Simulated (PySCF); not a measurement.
Computed Raman spectrum (relative Raman activity) of a molecule C2H4F2OSi. The structure is a stationary point at B3LYP-D3(BJ)/def2-SVP. The values are those of a single conformer. Calculation: B3LYP-D3(BJ)/def2-SVP (PySCF). Frequencies are harmonic and unscaled.

Lines under 2 % of the strongest are left out, and lines within 2 cm⁻¹ are merged.

ν (cm⁻¹): 61 (w), 139 (vw), 552 (vw), 682 (w), 1283 (w), 1424 (w), 1674 (w), 3126 (s), 3148 (vs), 3223 (s), 3887 (vs) (against the strongest line: vs over 80 %, s over 45 %, m over 15 %, w over 4 %, vw less)

### Question
Which molecule gave these data?
A. C=C[Si](O)(F)F
B. O=C[SiH2]C(F)F
C. F[Si]1(F)COC1
D. C=C(F)[Si@@H](O)F

### Answer
A, C=C[Si](O)(F)F
